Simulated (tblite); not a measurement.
A structure optimised at GFN2-xTB (Å):
```
atom  x, y, z in Å
N1    -0.0207    2.8543    0.0286
C2    -0.4714    1.8022   -0.0037
C3    -0.9764    0.4879   -0.0479
C4    -2.3527    0.1624   -0.0801
N5    -2.5978   -1.1213   -0.0925
S6    -1.2961   -2.0427   -0.1410
C7    -0.2041   -0.6683   -0.1070
C8     1.2600   -0.8561   -0.1080
N9     2.0378    0.1861    0.4222
H10   -3.1652    0.8689   -0.0913
H11    1.5053   -1.7953    0.4219
H12    1.5675   -1.0840   -1.1550
H13    1.6727    1.1248    0.4946
H14    3.0405    0.0808    0.4370
```

Charge +1 and doublet state.

(1) Which heavy atoms are bonded, and with what formal order?

(2) Write the SMILES.

(3) What is the point group of this geometry?

(4) Which rings does it hold (smallest set)?

(5) Describe the place of each heavy atom.

(6) What is the arrangement about C8?

(7) What is the arrangement about N9?

Answers

(1) N1–C2 1.15 Å (triple); C2–C3 1.41 Å (single); C3–C4 1.41 Å (aromatic); C4–N5 1.31 Å (aromatic); N5–S6 1.60 Å (aromatic); S6–C7 1.76 Å (aromatic); C7–C8 1.48 Å (single); C8–N9 1.40 Å (single); C3–C7 1.39 Å (aromatic). Bonds to hydrogen (Å): C4–H10 1.08; C8–H11 1.11; C8–H12 1.11; N9–H13 1.01; N9–H14 1.01. The orders are those of one drawing; other resonance forms can be drawn.

(2) `N#Cc1cnsc1C[NH2+]`, [C5H5N3S]+.

(3) C1 (no symmetry element, even within 0.4 Å).

(4) C3–C4–N5–S6–C7 (5 members, 0.01 Å rms from planarity).

(5) N1: nitrogen bonded to C; C2: carbon bonded to C and N; C3: carbon bonded to 3 C; C4: carbon bonded to C, N and H; N5: nitrogen bonded to C and S; S6: sulfur bonded to C and N; C7: carbon bonded to 2 C and S; C8: carbon bonded to C, N and 2 H; N9: nitrogen bonded to C and 2 H.

(6) It has 4 neighbours (C7, N9, H11, H12) and is distorted tetrahedral (angles from 102.4° to 117.0°).

(7) It has 3 neighbours (C8, H13, H14) and is almost planar (angles 121.1°, 118.6° and 117.1°, sum 356.8°, 0.12 Å off the plane of its three neighbours).

All values are computed, not measured.
